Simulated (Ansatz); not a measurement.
One change: `O[CH2][InH][Br]` becomes `[CH3][InH][CH2]O`.

Ansatz, PBE0-D4/def2-TZVP geometries, multiplicity 1. Each molecule was computed in one conformer, which needn't be the lowest.

Elements past krypton have def2 core potentials. Scalar relativity is left out up to krypton. Spin–orbit coupling is left out; it splits and shifts lone-pair levels of the heavy atoms by tenths of an eV.

```csv
property,`O[CH2][InH][Br]`
HOMO–LUMO gap (ωB97M-V/def2-TZVPP) / eV,9.04
LUMO energy (ωB97M-V/def2-TZVPP) / eV,-0.39
HOMO–LUMO gap (PBE0/def2-TZVPP) / eV,5.38
HOMO energy (PBE/def2-TZVPP) / eV,-5.97
size of the dipole moment (B3LYP/def2-TZVPP) / D,3.34
HOMO–LUMO gap (B3LYP/def2-TZVPP) / eV,4.91
```

(1) Give the same properties after the change, and the shifts. (Estimate.)

## Answers

(1) Ansatz gave: 
```tsv
property	`[CH3][InH][CH2]O`	shift
HOMO–LUMO gap (ωB97M-V/def2-TZVPP) / eV	8.67	-0.37
LUMO energy (ωB97M-V/def2-TZVPP) / eV	0.02	0.41
HOMO–LUMO gap (PBE0/def2-TZVPP) / eV	5.08	-0.30
HOMO energy (PBE/def2-TZVPP) / eV	-5.18	0.79
size of the dipole moment (B3LYP/def2-TZVPP) / D	1.33	-2.01
HOMO–LUMO gap (B3LYP/def2-TZVPP) / eV	4.59	-0.32
```

With PBE0 the HOMO rises by 0.82 eV and the LUMO rises by 0.52 eV, so the gap narrows by about 0.30 eV. PBE moves the HOMO by 0.79 eV and ωB97M-V by 0.78 eV. Dipoles are sizes alone; their direction can turn.

Positive LUMOs are unbound, so they and the gaps depend on the basis.

B3LYP here is the variant with VWN-RPA as its local correlation; programs differ in this.
